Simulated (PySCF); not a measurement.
**PbI2 at several levels of theory**

Computed with PySCF 2.14.0 (density fitting, no spin-orbit coupling) at the geometry relaxed with PBE0:

```xyz
3
PbI2 (singlet)
Pb    0.0000    0.0000   -1.0373
I     2.2096    0.0000    0.7288
I    -2.2096    0.0000    0.7288
```

| level | basis | state | HOMO (eV) | gap (eV) | charge on Pb1 (e) | dipole about the centre of mass (D) | largest force component (eV/Å) |
| --- | --- | --- | --- | --- | --- | --- | --- |
| PBE0 | Pb def2-SVP with ECP60, I def2-SVP with ECP28 | singlet | -7.22 | 3.89 | 0.56 | 3.89 | 0.05 |
| r2SCAN | the same | singlet | -6.44 | 2.59 | 0.55 | 3.76 | 0.15 |
| PBE0 | Pb def2-TZVP with ECP60, I def2-TZVP with ECP28 | singlet | -7.27 | 3.95 | 0.64 | 3.75 | 0.16 |

Charges are Mulliken's, which hang on the basis. The relaxation used the grid (50, 194), these runs (75, 302) or, all-electron (x2c bases, spin-free X2C Hamiltonian), (99, 590).

Task: What does CAM-B3LYP with Pb def2-SVP with ECP60, I def2-SVP with ECP28 give here?

Result: state singlet, HOMO (eV) -8.31, gap (eV) 5.83, charge on Pb1 (e) 0.57, dipole about the centre of mass (D) 4.01, largest force component (eV/Å) 0.04. Time: 3.8 s on 2 threads of Arm Neoverse V2, with other jobs on the host, from an already converged density.

In the first row's basis the gap widens with exact exchange: 2.6 eV for r2SCAN (none); 3.9 eV for PBE0 (a fixed share); 5.8 eV for CAM-B3LYP (rising or full at long range).
